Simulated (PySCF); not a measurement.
## Spectroscopy problems

PySCF calculation with NMR shieldings at PBE0/pcSseg-1/GIAO and geometry: GFN2-xTB; one conformer, relativity neglected, fast rotation and ring inversion assumed for equivalent nuclei, no solvent model.

Shifts are taken against calculated references (same method and geometry level): ¹H (σref 31.72) and ¹³C (σref 186.93) against TMS. Splittings of carbon signals by F and P are missing where no couplings were computed. Where no couplings were computed, multiplicities follow the n + 1 count of equivalent neighbours, and m marks all less simple cases (inequivalent or close neighbours, rings, F or P nearby). Shifts are as computed. Against solution values, carbons near 30 ppm lie about +3 ppm off and those near 130 ppm about +5 ppm. Of 1211 compounds with measured shifts, 218 miss one by over three times the rms of a fit or turn the order of signals round; such compounds aren't used in these exercises. OH and NH positions are gas-phase values without hydrogen bonding to other molecules.

Q: C₈H₇P. ¹H NMR (500 MHz, computed): δ 7.96 (m, 2H), 7.41 (d, 2H), 2.50 (s, 3H). ¹³C{¹H} NMR (computed): δ 177.8 (C), 146.0 (C), 142.6 (CH), 134.0 (CH), 130.0 (C), 24.6 (CH3). What is it?

A: SMILES C(c1ccc(C)cc1)#P. 6 carbon signals for 8 carbons: some carbons are equivalent by symmetry or fast rotation. Carbon types of the structure: 3 × C, 4 × CH, 1 × CH3, which accounts for all hydrogens. δC 177.8: carbon bonded to C, P. δC 146.0, 130.0: substituted aromatic carbon. δC 142.6, 134.0: aromatic CH. δC 24.6: methyl carbon on an aromatic ring; aliphatic region, no heteroatom directly attached.

This is the structure that produced the data.

Q: C₅H₈O. ¹H NMR (400 MHz, computed): δ 9.63 (t, 1H), 5.46 (m, 1H), 5.32 (m, 1H), 3.00 (d, 2H), 1.80 (s, 3H). ¹³C{¹H} NMR (computed): δ 201.2, 144.0, 123.0, 58.6, 24.1. What is it?

A: SMILES C=C(C)CC=O. Rings plus π bonds: 2 (no ring in the answer). 5 carbon signals for 5 carbons: no two carbons are equivalent. Carbon types of the structure: 1 × C, 1 × CH, 2 × CH2, 1 × CH3, which accounts for all hydrogens. δC 201.2: aldehyde carbonyl carbon; low-lying n→π* states of the double bond to the heteroatom give a large paramagnetic term (-264 ppm). δC 144.0: fully substituted alkene carbon; the olefinic region. δC 123.0: terminal =CH2 carbon; the olefinic region. δH 9.63: hydrogen on an aldehyde carbonyl carbon; the C=O anisotropy and electron withdrawal place aldehyde protons far downfield.

The shifts were computed for this structure.

Q: C₃H₉NSi₂. ¹H NMR (500 MHz, computed): δ 5.10 (q, 1H), 3.35 (d, 3H), 2.04 (s, 3H), 0.42 (br s, 2H). ¹³C{¹H} NMR (computed): δ 112.4 (C), 89.1 (C), 6.1 (CH3). Identify the compound.

A: `CC#C[Si@@H](N)[SiH3]`. Rings plus π bonds: 2 (no ring in the answer). 3 carbon signals for 3 carbons: no two carbons are equivalent. Carbon types of the structure: 2 × C, 1 × CH3, leaving 6 H on heteroatoms. δC 112.4, 89.1: alkyne carbon. δC 6.1: propargylic methyl carbon; saturated and bonded to C and H only. δH 3.35: hydrogen on a silicon bonded to Si. δH 0.42: hydrogen on a nitrogen bonded to Si; exchangeable, gas-phase position.

The data come from this structure; uniqueness wasn't tested.
